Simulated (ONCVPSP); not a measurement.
## Ir, ONCV: configuration errors across variants

| Item | Value |
| --- | --- |
| Element | iridium |
| Generator | ONCVPSP 4.0.1 |
| Type | optimised norm-conserving Vanderbilt (ONCV) |
| Functional | PBE |
| Relativity | fully relativistic |
| Frozen core | [Kr] 4d10 |
| Valence charge | 31 |
| Reference configuration | 4f14 5s2 5p6 5d7 6s1.5 (charge +0.5) |
| Partial waves | 5s+6s: rc 1.80 bohr, ncon 4, nbas 7, qcut 5 1/bohr, 3 projectors, debl 1.8 Ha; 5p: rc 1.25 bohr, ncon 3, nbas 6, qcut 7.1 1/bohr, 2 projectors, debl 3.6 Ha; 5d: rc 1.75 bohr, ncon 3, nbas 8, qcut 8.5 1/bohr, 2 projectors, debl 1.4 Ha; 4f: rc 0.65 bohr, ncon 4, nbas 9, qcut 26.5 1/bohr, 1 projector |
| Local potential | polynomial inside 0.65 bohr (lpopt 5, dvloc0 0 Ha) |
| Core correction | Teter function, fcfact 4.25, rcfact 1.4 |

Open shells are filled in proportion to 2j + 1.

All-electron excitation energies from the reference (eV): (1) 4f14 5s2 5p6 5d7 6s2 -4.040; (2) 4f14 5s2 5p6 5d7 6s1 5.849; (3) 4f14 5s2 5p6 5d7 6s0 23.323; (4) 4f14 5s2 5p6 5d7.5 6s1.5 -4.330.

A true bound ghost makes a file unfit for plane-wave use even where its test errors are small: the radial tests pick states by their node count and pass the ghost by.

Errors AE − PS in meV (a dash: test not solved or not reliable):

```tsv
change	(1)	(2)	(3)	(4)	bound ghosts	GHOST(+) flags above zero
base	-0.6	-0.7	-9.1	-0.4	s, p3/2, p1/2	s, d5/2, d3/2
all radii but the core radius scaled by about 0.79 (s 1.42, p 0.98, d 1.38, f 0.52 bohr); local potential polynomial inside 0.52 bohr (lpopt 5, dvloc0 0 Ha)	-0.5	-0.3	-5.3	-0.5	s, p3/2, p1/2	s, d5/2, d3/2
all radii but the core radius scaled by about 0.85 (s 1.52, p 1.06, d 1.48, f 0.56 bohr); local potential polynomial inside 0.56 bohr (lpopt 5, dvloc0 0 Ha)	-0.5	-0.5	-6.5	-0.4	s, p3/2, p1/2	s, d5/2, d3/2
all radii but the core radius scaled by about 0.91 (s 1.64, p 1.14, d 1.60, f 0.60 bohr); local potential polynomial inside 0.60 bohr (lpopt 5, dvloc0 0 Ha)	-0.5	-0.6	-7.9	-0.4	s, p3/2, p1/2	s, d5/2, d3/2
all radii but the core radius scaled by about 1.09 (s 1.96, p 1.36, d 1.90, f 0.70 bohr); local potential polynomial inside 0.70 bohr (lpopt 5, dvloc0 0 Ha)	-0.4	-0.7	-9.3	-0.4	s, p3/2	p1/2, d3/2
all radii but the core radius scaled by about 1.15 (s 2.08, p 1.44, d 2.02, f 0.74 bohr); local potential polynomial inside 0.74 bohr (lpopt 5, dvloc0 0 Ha)	-0.6	-0.9	-19	-0.3	s	p3/2, p1/2
all radii but the core radius scaled by about 1.20 (s 2.16, p 1.50, d 2.10, f 0.78 bohr); local potential polynomial inside 0.78 bohr (lpopt 5, dvloc0 0 Ha)	-0.6	-0.9	-11	-0.4	s	p3/2, p1/2
all radii but the core radius scaled by about 1.27 (s 2.28, p 1.58, d 2.22, f 0.82 bohr); local potential polynomial inside 0.82 bohr (lpopt 5, dvloc0 0 Ha)	-0.4	-0.6	-7.8	-0.1	s	p3/2, p1/2
```

(1) Give the same row for: all radii but the core radius scaled by about 1.31 (s 2.36, p 1.64, d 2.30, f 0.86 bohr); local potential polynomial inside 0.86 bohr (lpopt 5, dvloc0 0 Ha).

Results:

(1) -0.5, -0.8, -10.0, 0.0; bound ghosts: s; GHOST(+) flags above zero: p3/2, p1/2.
